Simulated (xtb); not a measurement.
Harmonic IR lines of one isomer of CH₄OSi, unscaled. Calculation: GFN2-xTB (xtb).

```json
[
 {"wavenumber (cm⁻¹)": "249", "relative intensity": "18"},
 {"wavenumber (cm⁻¹)": "490", "relative intensity": "17"},
 {"wavenumber (cm⁻¹)": "699", "relative intensity": "16"},
 {"wavenumber (cm⁻¹)": "749", "relative intensity": "54"},
 {"wavenumber (cm⁻¹)": "809", "relative intensity": "31"},
 {"wavenumber (cm⁻¹)": "854", "relative intensity": "24"},
 {"wavenumber (cm⁻¹)": "1376", "relative intensity": "6.3"},
 {"wavenumber (cm⁻¹)": "1403", "relative intensity": "90"},
 {"wavenumber (cm⁻¹)": "2301", "relative intensity": "100"},
 {"wavenumber (cm⁻¹)": "3015", "relative intensity": "9.0"},
 {"wavenumber (cm⁻¹)": "3023", "relative intensity": "6.9"},
 {"wavenumber (cm⁻¹)": "3034", "relative intensity": "5.2"}
]
```

Question: Identify which structure gives these lines.
A) `C=[SiH]O`
B) `O=C[SiH3]`
C) `C[SiH]=O`
D) `C1O[SiH2]1`

Answer: C, `C[SiH]=O`
